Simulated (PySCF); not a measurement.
# How methods differ on the excitation energy of I(2+)

I(2+) [Kr] 4d10 5s2 5p3 (4S) → I(2+) [Kr] 4d10 5s2 5p2 5d1 (high-spin determinant), as a difference of total energies. Calculation: PySCF 2.14, in dyall-av2z (22s16p12d, 130 functions); the non-relativistic Hamiltonian (point nucleus). Correlated levels: valence: [Kr] 4d10 frozen; virtual orbitals above 40 to 60 times the deepest correlated orbital energy dropped. The calculations carry no spin-orbit coupling.

```csv
method,excitation energy (eV)
UHF,14.418
LDA,13.479
PBE,13.294
PBE0,13.655
r2SCAN,13.802
revPBE,13.269
PW91,13.327
wB97X,13.952
MP2 (valence),14.287
SCS-MP2 (valence),14.210
```

Question: How much does correlation contribute at MP2 (valence)?

Answer: 14.287 − (14.418) = -0.131 eV, measured against UHF.

A first-order spin-orbit estimate (lowest level to lowest level, LS coupling) adds -0.467 eV.

The promoted electron is Rydberg-like, and one or two diffuse shells describe it only roughly, which tends to raise the upper state.

The determinant of the upper state mixes LS terms, which raises its energy above the lowest term, most at the Hartree-Fock and MP2 levels.
